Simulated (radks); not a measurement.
All-electron atom: a nucleus of charge 61.7 with 61 electrons in [Xe] 4f5 6s2. Method: Dirac Kohn-Sham, BLYP, spin-unpolarised, spherical densities, finite nucleus; open shells fill j = l - 1/2 first; Fermi nuclear charge, rms radius 4.962 fm; computed with a radial shooting solver on a logarithmic mesh with Libxc functionals.

Radial electron density D(r) = 4 pi r^2 rho(r):

r (bohr)   D(r) (e/bohr)
0.0009444          3.267
0.001099           4.206
0.00128            5.398
0.00149            6.900
0.001735           8.784
0.002036           11.26
0.00237            14.18
0.002759           17.73
0.003212           21.99
0.003739           27.03
0.004353           32.87
0.005067           39.49
0.005899           46.76
0.006868           54.48
0.007995           62.27
0.009382           70.02
0.01092            76.33
0.01272            80.98
0.0148             83.42
0.01723            83.43
0.02006            81.28
0.02336            77.85
0.02719            74.69
0.03165            73.66
0.03685            76.34
0.0429             83.20
0.05034            93.50
0.0586             102.9
0.06823            107.8
0.07943            105.7
0.09246            97.08
0.1076             86.67
0.1253             80.75
0.1459             82.90
0.1698             90.35
0.1977             94.73
0.232              87.55
0.2701             69.62
0.3144             49.85
0.3661             38.56
0.4262             38.52
0.4961             43.22
0.5776             43.84
0.6724             37.30
0.7828             27.19
0.9113             18.58
1.061              13.54
1.245              10.87
1.449              8.856
1.687              6.530
1.964              4.223
2.287              2.493
2.662              1.505
3.099              1.042
3.608             0.7918
4.2               0.5716
4.889             0.3530
5.738             0.1696
6.68             0.06576
7.776            0.01934
9.053           0.004191
10.54          0.0006447

D(r) has 4 maxima, at r = 0.0160, 0.0704, 0.198, 0.542 bohr, and minima at 0.0309, 0.129, 0.393 bohr, inside which lie 2.02, 11.15, 29.21 electrons.
